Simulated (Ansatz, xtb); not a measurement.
C5H8Cl2: which of two isomers lies lower

Structure I is `Cl[C@@H]1CC[C@H](Cl)C1`, a singlet and structure II is `Cl[C@@H]1CCC[C@@H]1Cl`, a singlet. Both are isolated molecules in the gas phase, relaxed with B3LYP-D3(BJ)/def2-SVP; the shapes shown needn't be the lowest conformers.

I (Å):

```
atom    x (Å)    y (Å)    z (Å)
   C   1.5238   0.5226  -0.6813
   C   0.4005   0.8807  -1.6545
   C  -0.7640   1.2568  -0.7283
   C  -0.6380   0.2810   0.4607
   C   0.8096  -0.2698   0.4166
  Cl   2.2619   2.0447   0.0036
  Cl  -1.0287   1.0891   2.0374
   H   2.3585  -0.0197  -1.1416
   H   0.1584  -0.0230  -2.2420
   H   0.6806   1.6756  -2.3593
   H  -1.7492   1.2037  -1.2125
   H  -0.6202   2.2821  -0.3611
   H  -1.3645  -0.5375   0.3880
   H   0.7841  -1.3306   0.1169
   H   1.3159  -0.2096   1.3872
```

II (Å):

```yaml
atoms:
  - { symbol: C, position_ang: [-0.1598, -0.1921, -1.4511] }
  - { symbol: C, position_ang: [0.8150, 0.9851, -1.4304] }
  - { symbol: C, position_ang: [-0.0819, 2.2478, -1.5211] }
  - { symbol: C, position_ang: [-1.4454, 1.7603, -2.0828] }
  - { symbol: C, position_ang: [-1.1977, 0.2963, -2.4630] }
  - { symbol: Cl, position_ang: [-0.8985, -0.4209, 0.1918] }
  - { symbol: Cl, position_ang: [-2.6872, -0.6982, -2.5786] }
  - { symbol: H, position_ang: [0.2866, -1.1571, -1.7189] }
  - { symbol: H, position_ang: [1.4659, 0.9664, -0.5463] }
  - { symbol: H, position_ang: [1.4630, 0.9045, -2.3194] }
  - { symbol: H, position_ang: [0.3803, 3.0142, -2.1601] }
  - { symbol: H, position_ang: [-0.2192, 2.6962, -0.5273] }
  - { symbol: H, position_ang: [-2.2233, 1.7913, -1.3076] }
  - { symbol: H, position_ang: [-1.8045, 2.3440, -2.9417] }
  - { symbol: H, position_ang: [-0.7251, 0.2307, -3.4550] }
```

Q: Which of the two would you expect CCSD(T)/def2-SVP + ΔMP2/def2-TZVPP electronic energies to favour?

A: CCSD(T)/def2-SVP + ΔMP2/def2-TZVPP gives E(II) − E(I) = +0.021 eV, slightly favouring structure I, which is too small a margin to settle the true order.

How the difference moves with the method:

| level | geometry | E(II) − E(I) (eV) | departure from the last row (eV) | job, with rough time for the two |
| --- | --- | --- | --- | --- |
| GFN2-xTB | GFN2-xTB | +0.072 | +0.051 | optimisation, 0.24 s |
| HF/STO-3G | GFN2-xTB | +0.096 | +0.075 | single point, 0.7 s |
| r2SCAN-D4/def2-SVP | GFN2-xTB | +0.019 | −0.002 | single point, 9 s |
| B3LYP-D3(BJ)/def2-SVP | B3LYP-D3(BJ)/def2-SVP | +0.019 | −0.002 | optimisation, 94 s |
| HF/def2-SVP | B3LYP-D3(BJ)/def2-SVP | +0.036 | +0.015 | part of the CCSD(T) run |
| MP2/def2-SVP | B3LYP-D3(BJ)/def2-SVP | −0.018 | −0.039 | part of the CCSD(T) run |
| CCSD(T)/def2-SVP | B3LYP-D3(BJ)/def2-SVP | −0.002 | −0.023 | single point |
| CCSD(T)/def2-SVP + ΔMP2/def2-TZVPP | B3LYP-D3(BJ)/def2-SVP | +0.021 |  | single point, 2.4 min |

As drawn, both hold the same kinds of bond in the same numbers.

The largest departure from CCSD(T)/def2-SVP + ΔMP2/def2-TZVPP is that of HF/STO-3G, 0.075 eV. The last row adds to CCSD(T) the change of the MP2 difference between the two basis sets, here +0.023 eV.

With thermal terms from frequencies at re-optimised GFN2-xTB minima (ideal gas, soft modes damped towards free rotors, one conformer each, 298.15 K, 1 atm): the zero-point term adds −0.001 eV; ΔH is +0.026 and ΔG +0.011 eV.

The correlated steps freeze 15 core orbitals. Programs: Ansatz 0.2.0, xtb 6.7.1; the last row on 2 threads of Arm Neoverse V1 on a shared host.
